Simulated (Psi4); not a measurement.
C₄H₅ (SMILES [C]1=CCC1), doublet, geometry from GFN2-xTB, atoms displaced at random by about 0.03 Å a coordinate; PBE/6-31G, gradient (Psi4 1.11).

The Psi4 input:
```
memory 2 GB

molecule {
0 2
  C    -0.02962489   -0.68782969    0.87384551
  C     0.00155720    0.64459065    0.81265268
  C     0.03612931   -0.86396646   -0.63452696
  C     0.01812462    0.71679788   -0.57432175
  H     0.00019994    1.39234118    1.65359476
  H    -0.87702738   -1.32678046   -1.09865025
  H     0.85788059   -1.32115727   -1.05263963
  H     0.90934572    1.16929734   -1.02941104
  H    -0.85966158    1.11675170   -1.07939390
symmetry c1
no_reorient
no_com
}

set basis 6-31g
set reference uks

gradient('pbe')
print_variables()
```

What the program printed (banner, timings and long lists left out):

```
gradient() will perform analytic gradient computation.

   => Loading Basis Set <=

    Name: 6-31G
    Role: ORBITAL
    Keyword: BASIS

         ---------------------------------------------------------
                                   SCF
               by Justin Turney, Rob Parrish, Andy Simmonett
                          and Daniel G. A. Smith
                              UKS Reference
         ---------------------------------------------------------

  ==> Geometry <==

    Molecular point group: c1
    Full point group: C1

    Geometry (in Angstrom), charge = 0, multiplicity = 2:

       Center              X                  Y                   Z               Mass
    ------------   -----------------  -----------------  -----------------  -----------------
         C           -0.029624890000    -0.687829690000     0.873845510000    12.000000000000
         C            0.001557200000     0.644590650000     0.812652680000    12.000000000000
         C            0.036129310000    -0.863966460000    -0.634526960000    12.000000000000
         C            0.018124620000     0.716797880000    -0.574321750000    12.000000000000
         H            0.000199940000     1.392341180000     1.653594760000     1.007825032230
         H           -0.877027380000    -1.326780460000    -1.098650250000     1.007825032230
         H            0.857880590000    -1.321157270000    -1.052639630000     1.007825032230
         H            0.909345720000     1.169297340000    -1.029411040000     1.007825032230
         H           -0.859661580000     1.116751700000    -1.079393900000     1.007825032230

  Running in c1 symmetry.

  Rotational constants: A =      0.50793  B =      0.41973  C =      0.25111 [cm^-1]
  Rotational constants: A =  15227.45025  B =  12583.18531  C =   7528.06772 [MHz]
  Nuclear repulsion =  107.420657858389688

  Charge       = 0
  Multiplicity = 2
  Electrons    = 29
  Nalpha       = 15
  Nbeta        = 14

  ==> Algorithm <==

  SCF Algorithm Type is DF.
  DIIS enabled.
  MOM disabled.
  Fractional occupation disabled.
  Guess Type is SAD.
  Energy threshold   = 1.00e-08
  Density threshold  = 1.00e-08
  Integral threshold = 1.00e-12

  ==> Primary Basis <==

  Basis Set: 6-31G
    Blend: 6-31G
    Number of shells: 30
    Number of basis functions: 46
    Number of Cartesian functions: 46
    Spherical Harmonics?: false
    Max angular momentum: 1

  ==> DFT Potential <==

   => LibXC <=

    Version 7.1.2
[...]
  @DF-UKS Final Energy:  -155.01472286661459
    Total Energy =                       -155.0147228666145907
[...]
    Number of basis functions: 449
    Number of Cartesian functions: 449
    Spherical Harmonics?: false
    Max angular momentum: 3

  ==> DFT Potential <==

   => LibXC <=

    Version 7.1.2
    S. Lehtola, C. Steigemann, M. J. T. Oliveira, and M. A. L. Marques,  SoftwareX 7, 1–5 (2018) (10.1016/j.softx.2017.11.002)

   => Composite Functional: PBE <=

    PBE GGA Exchange-Correlation Functional

    J.P. Perdew et. al., Phys. Rev. Lett., 77(18), 3865-3868, 1996

    Deriv               =              1
    GGA                 =           TRUE
    Meta                =          FALSE

    Exchange Hybrid     =          FALSE
    MP2 Hybrid          =          FALSE

   => Exchange Functionals <=

    1.0000     XC_GGA_X_PBE

   => Correlation Functionals <=

    1.0000     XC_GGA_C_PBE

   => LibXC Density Thresholds  <==

    XC_GGA_C_PBE:  1.00E-12
    XC_GGA_X_PBE:  1.00E-15

   => Molecular Quadrature <=

    Radial Scheme          =       TREUTLER
    Pruning Scheme         =           NONE
    Nuclear Scheme         =       TREUTLER

    Blocking Scheme        =         OCTREE
    BS radius alpha        =              1
    Pruning alpha          =              1
    Radial Points          =             75
    Spherical Points       =            302
    Total Points           =         191392
    Total Blocks           =           1480
    Max Points             =            256
    Max Functions          =             46
    Weights Tolerance      =       1.00E-15

  -Total Gradient:
     Atom            X                  Y                   Z
    ------   -----------------  -----------------  -----------------
       1       -0.004374485521     0.022752521006    -0.000816539650
       2        0.004744706220    -0.035386693380    -0.133529778239
       3        0.060049615842     0.000637612437    -0.003477468015
       4       -0.009590155341    -0.002490585448     0.093694413157
       5        0.000544053080     0.008886359643     0.020170515987
       6       -0.007751706135    -0.006512745799    -0.004270860600
       7       -0.048117048230     0.021383471718     0.020015226991
       8       -0.005118219425    -0.002574632223     0.004026456640
       9        0.009618308269    -0.006679906332     0.004180503998

  Variable Map:
  ----------------------------------------------------------------------------
[...]
  Array Variable Map:
  ----------------------------------------------------------------------------
[...]
[...]
```
